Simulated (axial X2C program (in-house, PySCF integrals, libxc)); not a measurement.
**Low determinants of BeTi at the PBE0 level, spin-free**

Computed with an axial X2C code built on PySCF integrals. Spin-free means the one-electron spin-free X2C Hamiltonian. Basis: Ti dyall-cv3z [10s10p6d4f2g], Be dyall-cv3z [8s8p3d1f] (cores contracted in-house); Gaussian nuclei, density fitting, unrestricted open shells. Masses: Ti 47.948 u, Be 9.012 u.

Search at 2.466 Å (vertical energies from the lowest determinant):

```csv
ΔE (eV),state,electrons beyond evenly filled partner blocks,"electrons in σ, π, δ, φ"
0.00,"M_S = 2, Λ = 2","σα, π+α, π-α, δ+α",15 10 1 0
0.09,"M_S = 2, Λ = 3","2 × σα, π+α, δ+α",16 9 1 0
0.24,"M_S = 2, Λ = 0","2 × σα, π+α, π-α",16 10 0 0
0.39,"M_S = 2, Λ = 0","2 × σα, δ+α, δ-α",16 8 2 0
0.39,"M_S = 1, Λ = 2","σβ, π+α, π-α, δ+α",15 10 1 0
0.42,"M_S = 1, Λ = 0","π+α, π-α",16 10 0 0
1.19,"M_S = 2, Λ = 1","σα, 2 × π+α, π-α",15 11 0 0
```

Lowest determinant, M_S = 2, Λ = 2 (beyond evenly filled blocks: σα, π+α, π-α, δ+α): Re = 2.462 Å, ωe = 353.9 cm⁻¹.

The determinant in row 2 of the search, M_S = 2, Λ = 3 (beyond evenly filled blocks: 2 × σα, π+α, δ+α), was followed along the bond at PBE0; measured from the minimum of the lowest determinant it gives:

Te = 0.091 eV (734 cm⁻¹), Re = 2.493 Å, ωe = 359.0 cm⁻¹.

Q: Compare the bond of the determinant in row 2 with that of the lowest one.

A: At PBE0 its Re is 0.031 Å longer and its force constant, which goes as ωe², is 1.03 times that of the lowest determinant. T0 ≈ Te + Δωe/2 = 734 + (3) = 737 cm⁻¹.

The search compares states at one distance, so a state with another bond length can lie lower; it is not exhaustive and yields mostly the lowest determinant of each block pattern, so other components and higher states of one pattern are missing. These are energies of single determinants, not of spin-adapted states; PBE0 term energies can be off by some tenths of an eV, and the functional has no current term. The lowest determinant need not be the ground state where others lie within half an eV.
